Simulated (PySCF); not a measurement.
A series of related compounds: SMILES CCCCn1cpc(C)n1, C7H13N2P; SMILES Cc1nn(C(C)C)cp1, C6H11N2P; `Cc1nn(C(C)(C)C)cp1`, C7H13N2P; `ClC1=PC(C)=NN1C(C)C`, C6H10ClN2P; `Cc1nn(C2CC2)cp1`, C6H9N2P.

- geometry from GFN2-xTB
- PBE0/pcSseg-1 with gauge-including orbitals
- run in PySCF
- one conformer, isolated molecule, non-relativistic, rapidly exchanging positions averaged

Shifts are taken against calculated references (same method and geometry level): ³¹P (318.38 ppm) vs H3PO4.

How does the ³¹P shift change along the series?

Answers


```tsv
compound	change	δ (ppm)	HOMO–LUMO gap (eV)
CCCCn1cpc(C)n1	iPr replaced by nBu	106.1	6.21
Cc1nn(C(C)C)cp1	base	103.1	6.24
Cc1nn(C(C)(C)C)cp1	iPr replaced by tBu	118.1	6.23
Cc1nn(C(C)C)c(Cl)p1	H replaced by Cl	105.0	6.08
Cc1nn(C2CC2)cp1	iPr replaced by cPr	117.4	6.02
```
